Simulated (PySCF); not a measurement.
# Working out the ionisation energy of B²⁺

B²⁺ [He] 2s1 (2S) → B³⁺ 1s2 (1S). Calculation: PySCF 2.14, in x2c-TZVPPall; scalar relativity by spin-free X2C-1e. Frozen: nothing. Energies in hartree (1 hartree = 27.21139 eV):

```tsv
part	B²⁺ (lower)	B³⁺ (upper)
UHF	-23.381994	-21.992105
CCSD correlation	-0.015637	-0.014901
(T)	-0.000008	0.000000
```

Q: What does Hartree-Fock give?

A: (-21.992105) − (-23.381994) = 1.389889 hartree = 37.821 eV.

Q: What do CCSD and CCSD(T) give?

A: The CCSD correlation energies differ by 0.000736 hartree = 0.020 eV and the triples by 0.000008 hartree = 0.000 eV, so CCSD gives 37.841 eV and CCSD(T) 37.841 eV.

Measured between the centres of the two terms (NIST): 37.931 eV, so CCSD(T) (valence and next inner shell) is off by -0.090 eV.

What remains against the reference includes basis incompleteness and higher excitations.
